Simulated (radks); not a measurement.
These are the eigenvalues of the occupied orbitals of an atom or ion with whole-number occupations (hartree). Method: Dirac Kohn-Sham, PBE, spin-unpolarised, spherical densities, finite nucleus; Fermi nuclear charge, rms radius of each element as measured or else 0.836 A^(1/3) + 0.57 fm; computed with a radial shooting solver on a logarithmic mesh with Libxc functionals.

orbital  eigenvalue
1s1/2     -2878.181
2s1/2     -506.6989
2p1/2     -485.8503
2p3/2     -422.3171
3s1/2     -120.3342
3p1/2     -110.9442
3p3/2     -96.97745
3d3/2     -81.29287
3d5/2     -78.28209
4s1/2     -27.21063
4p1/2     -23.22040
4p3/2     -19.89404
4d3/2     -13.34700
4d5/2     -12.72825
5s1/2      -5.41902
4f5/2      -4.36365
4f7/2      -4.23638
5p1/2      -4.12706
5p3/2      -3.55255
5d3/2      -1.76868
5d5/2      -1.70070
6p1/2      -1.04829
6p3/2      -0.96075

Which element is it, and in what charge state? The configuration may be excited. Open shells, if any, are shared by 2j + 1.

Answer. Z = 78, platinum, charge +3: Pt3+ in [Xe] 4f14 5d5 6p2. The list shows which subshells hold electrons but not how many an open one holds; the 1s level, -2878.2 hartree, gives Z - s = 75.9 by -(Z - s)^2/2, which with screening and relativity narrows Z to a few neighbours, and the depths of the outer levels then fix element, charge and occupations together.
